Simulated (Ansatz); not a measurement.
Stepwise reaction of `[CH3][AlH][SiH](C)S` with hydrogen, as a gas-phase model of exchange steps in deposition or etching. ΔE in kJ/mol.

Calculated with Ansatz (gas phase, PBE0-D4/def2-TZVP geometries, no zero-point term in ΔE). CCSD(T)/CBS adds triple-zeta CCSD(T) − MP2 to the extrapolated MP2 energy (def2 sets, frozen cores). This one scheme is used for every species. DFT in def2-TZVPP. B3LYP here is the variant with VWN-RPA as its local correlation; programs differ in this. One conformer a species, not always the lowest.

| step | reaction | PBE-D4 | B3LYP-D4 | ωB97M-V | CCSD(T)/CBS |
| --- | --- | --- | --- | --- | --- |
| 1 | `[CH3][AlH][SiH](C)S` + H₂ → `[CH3][AlH][SiH2]S` + CH₄ | -25.3 | -30.4 | -28.0 | -27.3 |

Problem. Give the row of step 2, `[CH3][AlH][SiH2]S` + H₂ → `[AlH2][SiH2]S` + CH₄. (Estimate.)

Solution. Ansatz gave: 
| step | reaction | PBE-D4 | B3LYP-D4 | ωB97M-V | CCSD(T)/CBS |
| --- | --- | --- | --- | --- | --- |
| 2 | `[CH3][AlH][SiH2]S` + H₂ → `[AlH2][SiH2]S` + CH₄ | -19.2 | -25.5 | -22.8 | -22.3 |

Problem. By hand: ΔE of the 2 steps together at CCSD(T)/CBS.

Solution. (-27.3) + (-22.3) = -49.6 kJ/mol, or -24.8 kJ/mol a step.

In ΔE each step is higher than the one before. All are downhill at CCSD(T)/CBS. PBE-D4 differs from CCSD(T)/CBS by 2.0 to 3.1 kJ/mol a step. Isolated molecules leave out the surface, adducts and barriers. Largest T1 diagnostic: 0.012.
